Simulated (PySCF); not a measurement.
# One molecule, several mistakes: BCGeH4O

All numbers below are calculated, not measured. They come from PySCF 2.14.0, an open-source quantum chemistry program, on an isolated molecule that a program drew, which may never have been made. The molecule is BCGeH4O (charge 0, doublet), drawn as the SMILES string `O=B[CH2][GeH2]`.

Each row is a Hartree-Fock (HF) and frozen-core CCSD(T) single point in the cc-pVDZ basis, meant for a local HF minimum. Run 1 is clean. Each other run has one planted mistake out of seven kinds, and not every kind appears here: one electron removed, one electron added, multiplicity raised by two, geometry at a saddle point, minimal basis STO-3G, one bond length entered in bohr, all coordinates scaled. The reference is restricted for singlets and unrestricted otherwise, and also for a bond in bohr. Adding or removing an electron swaps singlet and doublet. Electrons count all cores. HOMO and LUMO are orbital energies over both spins, the gradient is its largest component, and the lowest frequency (negative if imaginary) is given only where the gradient is small. Bond lengths are over the 7 bonds as drawn. T1 is the CCSD diagnostic: over 0.02 (restricted) or 0.045 (unrestricted) a single reference is doubtful. Germanium has the cc-pVDZ-PP basis, with a core potential (ECP10MDF) in place of its 10 inner electrons, and its 3s, 3p and 3d shells are frozen in CCSD(T).

Geometry of the clean run:
```xyz
8
BCGeH4O, angstrom
O    -1.6082    0.3834   -1.3080
B    -0.9483   -0.2659   -0.5595
C    -0.0867   -1.0898    0.4085
Ge    1.4182   -0.0672    1.2183
H    -0.7169   -1.4657    1.2194
H     0.3280   -1.9499   -0.1217
H     2.2072   -1.0040    2.1427
H     0.8788    1.1400    1.9951
```

```
run,electrons,basis functions,<S^2>,HOMO (eV),LUMO (eV),gradient (hartree/bohr),lowest frequency (cm^-1),mean bond (Å),longest bond (Å),T1,HF (hartree),CCSD(T) (hartree),mistake
1,55,85,0.753,-9.31,0.74,1.4e-05,113,1.4245,1.992,0.0163,-433.16065,-433.69093,no fault
2,54,85,0.000,-17.49,-7.59,5.5e-02,-,1.4245,1.992,0.0182,-432.85003,-433.37724,one electron removed
3,55,85,0.754,-9.06,1.08,1.5e-01,-,1.3177,1.842,0.0136,-433.10432,-433.61913,all coordinates scaled
4,56,85,0.000,-0.95,8.44,5.3e-02,-,1.4245,1.992,0.0153,-433.16274,-433.71793,one electron added
5,55,85,2.026,-9.25,0.78,8.1e-03,-,1.5758,2.250,0.0719,-432.88060,-433.37786,?
6,55,85,3.767,-3.82,-3.18,1.6e-01,-,1.4245,1.992,0.0321,-432.87487,-433.40353,?
```

**Which mistake was planted in run 5, and what did it cost?**

The mean bond changes by a factor of 1.106 and the longest by 1.130, so the molecule wasn't scaled as a whole. A length L in bohr read as angstrom grows by (1/0.5292 - 1) L = 0.890 L. The 7 bonds together grew by 7 x 0.1513 = 1.059 Å, which gives L = 1.190 Å. That is bond O1-B2, 1.191 Å in the clean geometry. So the mistake is: one bond length entered in bohr. Subtracting run 1 and multiplying by 627.51 kcal/mol a hartree, the energy moved by 175.7 kcal/mol in HF and 196.5 kcal/mol in CCSD(T).

**Which mistake was planted in run 6, and what did it cost?**

Electrons, basis and geometry are unchanged, and <S^2> is 3.767, beside S(S+1) = 3.75 for a multiplicity of 4. So the mistake is: multiplicity raised by two. Subtracting run 1 and multiplying by 627.51 kcal/mol a hartree, the energy moved by 179.3 kcal/mol in HF and 180.3 kcal/mol in CCSD(T).

Cautions from the logs. Run 5: T1 is over the limit, so its CCSD(T) energy is less reliable.
